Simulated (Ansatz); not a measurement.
Consider the ligand exchange at a Zn–N bond: `[NH2][Zn][SH]` + HCl → `[SH][Zn][Cl]` + NH₃.

Isolated molecules relaxed with PBE0-D4/def2-TZVP in Ansatz; ΔE leaves out vibrations. CCSD(T)/CBS is the MP2 limit (def2-TZVPP, def2-QZVPP) plus CCSD(T) − MP2 in def2-TZVPP, frozen cores. This one scheme is used for every species. DFT in def2-TZVPP. For Zn outer-core shells are correlated without core-valence functions, which leaves a few kJ/mol of doubt a bond. Scalar relativity is left out up to krypton. Each species was taken in one conformer, which may not be the lowest.

```tsv
species	LC-ωPBE energy (Eh)
`[NH2][Zn][SH]`	-2233.85293
HCl	-460.69673
`[SH][Zn][Cl]`	-2638.03952
NH₃	-56.55397
```

(1) Work out ΔE.

(2) What do rigid-rotor, harmonic-oscillator terms from PBE0-D4/def2-TZVP frequencies (298.15 K, 1 bar) make of the CCSD(T)/CBS value? (Best estimate.)

Largest T1 diagnostic among the species: 0.015.

Results:

(1) ΔE = (-2638.03952) + (-56.55397) − (-2233.85293) − (-460.69673) = -0.04383 Eh = -1.19 eV. CCSD(T)/CBS gives -1.25 eV.

(2) The calculation gave: ΔZPE = +0.11 eV, ΔH = -1.15 eV, ΔS = 0 J/(mol·K), ΔG = -1.15 eV.

From PBE to PBE0 (25 % exact exchange), in def2-TZVPP and without D4, ΔE moves by −0.10 eV. Leaving LDA and LC-ωPBE aside and taking each functional with its dispersion term where it has one, the values, not all of them listed here, spread over 0.20 eV, from BHLYP-D4 to BLYP-D4. LDA lies +0.10 eV from PBE without D4.
